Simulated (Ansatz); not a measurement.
`Cl[SiH2][SiH](Cl)Cl` + `[OH][GeH3]` → `Cl[SiH](Cl)[O][GeH3]` + `[SiH3]Cl` at 700 K and 1 bar (cleavage of the Si–Si bond).

Isolated molecules relaxed with PBE0-D4/def2-TZVP in Ansatz; ΔE leaves out vibrations. CCSD(T)/CBS is the MP2 limit (def2-TZVPP, def2-QZVPP) plus CCSD(T) − MP2 in def2-TZVPP, frozen cores. This one scheme is used for every species. For Ge outer-core shells are correlated without core-valence functions, which leaves a few kJ/mol of doubt a bond. Scalar relativity is left out up to krypton. One conformer a species, not always the lowest.

```json
{"species": "`Cl[SiH2][SiH](Cl)Cl`", "CCSD(T)/CBS energy (Eh)": "-1959.44429", "H − E (kJ/mol)": "160.7", "S (J/(mol·K))": "504.2"}
{"species": "`[OH][GeH3]`", "CCSD(T)/CBS energy (Eh)": "-2153.69723", "H − E (kJ/mol)": "141.7", "S (J/(mol·K))": "338.7"}
{"species": "`Cl[SiH](Cl)[O][GeH3]`", "CCSD(T)/CBS energy (Eh)": "-3362.49847", "H − E (kJ/mol)": "189.5", "S (J/(mol·K))": "525.3"}
{"species": "`[SiH3]Cl`", "CCSD(T)/CBS energy (Eh)": "-750.69636", "H − E (kJ/mol)": "107.0", "S (J/(mol·K))": "306.3"}
```

H − E and S are ideal-gas, rigid-rotor, harmonic terms from PBE0-D4/def2-TZVP, for one conformer and one mirror image of each species. 1 Eh = 2625.50 kJ/mol, R = 8.31446 J/(mol·K).

By hand: ΔE, ΔH, ΔS and ΔG.

ΔE = (-3362.49847) + (-750.69636) − (-1959.44429) − (-2153.69723) = -0.05331 Eh = -140.0 kJ/mol. Δ(H − E) = 189.5 + 107.0 − 160.7 − 141.7 = -5.9, so ΔH = -145.9 kJ/mol. ΔS = 525.3 + 306.3 − 504.2 − 338.7 = -11.3 J/(mol·K). ΔG = -145.9 − 700 × (-11.3)/1000 = -138.0 kJ/mol.

By hand: the equilibrium constant, and the temperature at which ΔG would vanish if ΔH and ΔS stayed fixed.

log₁₀ K = −ΔG/(RT ln 10) = 10.3. ΔG = 0 at ΔH/ΔS = 12912 K, far beyond where these terms or the molecules hold.

The number of gas molecules stays the same, so ΔS is small and ΔH decides. A doubt of 5 kJ/mol in ΔE shifts log₁₀ K by 0.4 here. Other conformers and mirror images would add mixing entropy, several J/(mol·K) or more a flexible species. Modes under 60 cm⁻¹, often nearly free rotors, make the harmonic entropy too high. These are equilibria of isolated gas molecules and say nothing of rates. Largest T1 diagnostic: 0.011 (customary marks: 0.02 for closed shells, 0.045 for open ones).
